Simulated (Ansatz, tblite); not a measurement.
Isomers of HfSe$_{2}$⁺ (doublet), found by a short tight-binding search and relaxed with PBE0-D4/def2-TZVP in Ansatz.

In the def2 sets Hf takes a core potential; there is no spin–orbit coupling. The xTB rows come from tblite. Correlated methods freeze 18 core orbitals; core or outer-core shells of Hf, Se are correlated, in sets that lack core-valence functions.

Run but left out: MP2/def2-TZVP (B: ⟨S²⟩ 1.03, where a pure state has 0.75).

B: At HF/def2-TZVP, CCSD(T)/def2-TZVP the charge 1 doublet is spin-contaminated (final ⟨S²⟩ up to 1.03, 0.75 for a pure state).

Other spin states were run for one of them alone.

A:

Cartesian coordinates in Å:
```
Hf -0.436 1.211 -0.568
Se -0.337 -0.323 1.312
Se 0.773 -0.888 -0.744
```

B:

```xyz
3

Hf    0.203   -1.079   -0.129
Se    1.136    0.641    1.164
Se   -1.339    0.438   -1.035
```

Problem. Estimate which lies lowest at each level, and how far above it the others are (eV).

Solution. 
```
               level     A     B
            GFN1-xTB  0.69  0.00
            GFN2-xTB  1.47  0.00
        HF/def2-TZVP  0.00  0.04
    PBE-D4/def2-TZVP  0.16  0.00
 r2SCAN-D4/def2-TZVP  0.10  0.00
   PBE0-D4/def2-TZVP  0.06  0.00
r2SCAN0-D4/def2-TZVP  0.02  0.00
   ωB97X-V/def2-TZVP  0.02  0.00
      CCSD/def2-TZVP  0.05  0.00
   CCSD(T)/def2-TZVP  0.09  0.00
```
Point groups (tolerance 0.1 Å): A C2v, B C2v. Lower isomers may exist.
